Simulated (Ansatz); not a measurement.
C2H5AlGe, SMILES `C#[C][AlH][GeH3]`, relaxed with RKS PBE-D4/def2-SVP in Ansatz from a rough embedded geometry. The force threshold is 0.03 eV/Å; the program also tests the step.

Charge 0, multiplicity 1.

Start:

```xyz
9

C    -1.322    0.411    2.575
C    -0.922    0.614    1.493
Al   -0.322    0.898   -0.306
Ge    0.797   -0.858   -1.504
H    -1.617    0.265    3.633
H     0.085    2.416   -0.708
H     0.090   -2.217   -1.259
H     0.894   -0.560   -2.999
H     2.317   -0.970   -0.924
```

Task: How much energy does the relaxation release, and in how many steps? (Best estimate.)

Result: Computed: 42.40 kJ/mol, in 5 steps.

Task: Which bonds change most? (An estimate is asked.)

Result: Computed: Al3–Ge4 from 2.402 to 2.478 Å; Ge4–H9 from 1.630 to 1.558 Å; C1–C2 from 1.171 to 1.235 Å; Ge4–H8 from 1.527 to 1.555 Å.

Task: Give the relaxed structure. (Estimate.)

Result: The calculation gave: 
```xyz
9

C    -1.328    0.419    2.635
C    -0.858    0.671    1.522
Al   -0.113    1.019   -0.210
Ge    0.856   -0.873   -1.484
H    -1.743    0.202    3.612
H    -0.131    2.520   -0.755
H     0.094   -2.208   -1.253
H     0.892   -0.619   -3.017
H     2.330   -1.130   -1.051
```
